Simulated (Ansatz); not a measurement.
Reaction (formal exchange of groups at the In–H bond): `[Cl][InH2]` + `C[Se]CC#N` → `C[Se][InH][Cl]` + `CC#N`

Calculated with Ansatz (gas phase, PBE0-D4/def2-TZVP geometries, no zero-point term in ΔE). CBS: MP2 limit from def2 TZ/QZ plus the TZ coupled-cluster correction, frozen cores. This one scheme is used for every species. DFT in def2-TZVPP. B3LYP here is the variant with VWN-RPA as its local correlation; programs differ in this. def2 core potentials past Kr. For In, Se outer-core shells are correlated without core-valence functions, which leaves a few kJ/mol of doubt a bond. Scalar relativity is left out up to krypton. One conformer a species, not always the lowest.

`[Cl][InH2]`:

Cartesian coordinates in Å:
```
Cl -0.792 1.840 -0.573
In 0.099 -0.230 0.072
H 0.886 -0.158 1.582
H -0.194 -1.452 -1.081
```

`C[Se]CC#N`:

```xyz
10

C    -1.314    0.833   -0.414
Se    0.120    0.104   -1.496
C     0.954   -0.978   -0.090
C     1.308   -0.178    1.060
N     1.550    0.476    1.974
H    -1.982    0.042   -0.077
H    -0.900    1.381    0.431
H    -1.861    1.519   -1.060
H     1.846   -1.418   -0.536
H     0.279   -1.782    0.208
```

`C[Se][InH][Cl]`:

Cartesian coordinates in Å:
```
C 0.093 1.229 -0.836
Se -0.452 1.076 1.042
In -0.215 -1.372 1.319
Cl 0.493 -2.384 -0.673
H -0.542 0.615 -1.468
H -0.029 2.280 -1.093
H 1.133 0.936 -0.953
H -0.481 -2.381 2.663
```

`CC#N`:

```xyz
6

C     0.058   -0.447    0.186
C    -0.114    0.882   -0.367
N    -0.250    1.936   -0.805
H     0.995   -0.504    0.740
H    -0.766   -0.681    0.862
H     0.077   -1.186   -0.616
```

```json
{"species": "`[Cl][InH2]`", "B3LYP energy (Eh)": "-651.66502"}
{"species": "`C[Se]CC#N`", "B3LYP energy (Eh)": "-2573.71874"}
{"species": "`C[Se][InH][Cl]`", "B3LYP energy (Eh)": "-3092.63418"}
{"species": "`CC#N`", "B3LYP energy (Eh)": "-132.81130"}
```

Task: Work out ΔE.

Result: ΔE = (-3092.63418) + (-132.81130) − (-651.66502) − (-2573.71874) = -0.06172 Eh = -162.0 kJ/mol. CCSD(T)/CBS gives -165.8 kJ/mol.

Largest T1 diagnostic among the species: 0.014.

In def2-TZVPP, CCSD(T) changes the Hartree–Fock value by +12.3 kJ/mol (the triples alone add +0.9 kJ/mol) and MP2 by +8.2 kJ/mol. From PBE to PBE0 (25 % exact exchange), in def2-TZVPP and without D4, ΔE moves by −3.2 kJ/mol.
